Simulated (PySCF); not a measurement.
## Identify the compound

Molecular formula: C$_{5}$HF$_{7}$O. Simulated spectra:

¹H NMR (400 MHz, computed): δ 7.41 (m, 1H).

¹³C{¹H} NMR (computed): δ 156.9, 154.1, 136.8, 129.1, 128.9.

- structure optimised with GFN2-xTB
- PBE0/pcSseg-1 with gauge-including orbitals
- code: PySCF 2.14
- one computed conformer, in vacuum, no relativistic terms, fast rotation and ring inversion assumed for equivalent nuclei

References, each an isolated molecule treated in the same way: ¹H (σref 31.72), ¹³C (σref 186.93) against TMS.

Deduce the structure.

## Answers


Rings plus π bonds: 2 (no ring in the answer). 5 carbon signals for 5 carbons: no two carbons are equivalent. Carbon types of the structure: 4 × C, 1 × CH, which accounts for all hydrogens. δC 156.9: carbonyl carbon. δC 154.1: β carbon of a C=C–C=O unit; conjugation with the carbonyl draws π density from the β position. δC 136.8: α carbon of a C=C–C=O unit; the olefinic region. δC 129.1, 128.9: CF3 carbon; 3 electronegative neighbours deshield it. δH 7.41: hydrogen on a β carbon of a C=C–C=O unit; olefinic region.

Structure: SMILES C(/C=C(\C(=O)F)C(F)(F)F)(F)(F)F.

The shifts were computed for this structure.

Splittings by ¹⁹F in the carbon and heteronuclear signals aren't shown, as no couplings were computed. Shifts are as computed. Against solution values, carbons near 30 ppm lie about +3 ppm off and those near 130 ppm about +5 ppm. Of 1211 compounds with measured shifts, 218 miss one by over three times the rms of a fit or turn the order of signals round; such compounds aren't used in these exercises.
